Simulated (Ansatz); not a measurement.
C2H10N2Si can be A, `C[SiH](N)CN`, or B, `C[Si](C)(N)N`.

Calculated with Ansatz (gas phase, PBE0-D4/def2-TZVP geometries, no zero-point term in ΔE). CBS: MP2 limit from def2 TZ/QZ plus the TZ coupled-cluster correction, frozen cores. Functionals use def2-TZVPP. B3LYP here is the variant with VWN-RPA as its local correlation; programs differ in this. One conformer a species, not always the lowest.

Question: Which is lower in electronic energy at CCSD(T)/CBS, and by how much? (Estimate.)

Answer: The calculation gave: B, by 38.1 kcal/mol.

Question: Give E(B) − E(A) in kcal/mol with PBE-D4, PBE0-D4, CCSD/def2-TZVPP, B3LYP, ωB97M-V, B2PLYP, B3LYP-D4. (An estimate is asked.)

Answer: Computed: PBE-D4 -35.2, PBE0-D4 -36.3, CCSD/def2-TZVPP -37.5, B3LYP -36.7, ωB97M-V -37.5, B2PLYP -37.6, B3LYP-D4 -37.0. None reverses the order clearly.

Largest T1 diagnostic: 0.009.

From PBE to PBE0 (25 % exact exchange), in def2-TZVPP and without D4, E(B) − E(A) moves by −1.1 kcal/mol.
